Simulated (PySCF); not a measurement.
Compound: C6H6FO (doublet state).
Z-matrix (Å and degrees, GFN2-xTB geometry), rows numbered from 1:
```
O 
C   1  1.2030
C   2  1.4899  1  122.12
C   3  1.3076  2  120.24  1  -177.84
C   4  1.4576  3  129.29  2     2.40
C   5  1.5419  4  108.52  3    19.42
F   6  1.3796  5  108.71  4  -166.92
C   2  1.5164  1  123.54  3   177.55
H   3  1.0781  2  115.24  1     2.73
H   5  1.0922  4  111.70  3   141.03
H   5  1.0949  4  109.61  3   -99.74
H   6  1.0974  5  110.45  4    76.90
H   8  1.0955  2  107.37  1   -91.12
H   8  1.0917  2  109.00  1    25.41
```

The hyperfine couplings belong to this conformer and change with its torsions.

The species is `O=C1C=[C]C[C@@H](F)C1` [radical].

Computed with UKS B3LYP, pcH-1 on C F H O, non-relativistic, mean-field spin-orbit, GIAO (PySCF 2.14.0). The structure is a single GFN2-xTB conformer in the gas phase; no vibrational or solvent corrections. A GFN2-xTB geometry isn't a minimum of the functional, and hyperfine couplings can be far from their values at a DFT geometry. Stability of the SCF solution: not tested.

**Question.** Break the g tensor into its mass correction, gauge correction and orbital-Zeeman/spin–orbit terms.

**Answer.** 
```tsv
Δg (ppm)	1	2	3
relativistic mass correction	-174	-174	-174
gauge correction	10	32	1
orbital Zeeman/spin–orbit	-217	-113	715
total	-381	-255	541
```

So g = 2.00194, 2.00206, 2.00286 and g_iso = 2.00229; the tensor is close to axial: the two nearest values differ by 14 % of g3 − g1. Axes: g1 points within 6° of the C2–C3 bond.

**Question.** What effective moment and Curie constant follow for a powder?

**Answer.** With the mean of g² = 4.0092 and S(S+1) = 0.75: μ_eff = √(⟨g²⟩S(S+1)) = 1.734 μB and χT = 0.12505·⟨g²⟩·S(S+1) = 0.376 cm³ K/mol (cgs; spin-Hamiltonian part alone).

**Question.** What are the electron Larmor frequencies g μB B/h along the three axes at 330 mT?

**Answer.** 9.2465, 9.2471, 9.2507 GHz for g1, g2 and g3, a range of 4.3 MHz.

**Question.** In a frozen sample, at which fields do the three g values resonate at 9.5, 34, 94 and 263 GHz (hyperfine left aside), and which band first spreads them over more than twice a line width of 0.5 mT?

**Answer.** 
```tsv
band	GHz	B(g3) mT	B(g2) mT	B(g1) mT	spread mT
X	9.5	338.89	339.03	339.05	0.16
Q	34.0	1212.88	1213.36	1213.44	0.56
W	94.0	3353.25	3354.58	3354.79	1.54
J	263.0	9381.96	9385.69	9386.28	4.32
```

The spread grows in proportion to the frequency. W band is the first where it exceeds 1.0 mT.

Largest spin populations (Mulliken): C4 (+0.96), C3 (-0.12) and C2 (+0.06). No atom but C4 exceeds +0.15.

The HOMO–LUMO gaps are 4.78 eV among the α and 4.44 eV among the β orbitals.
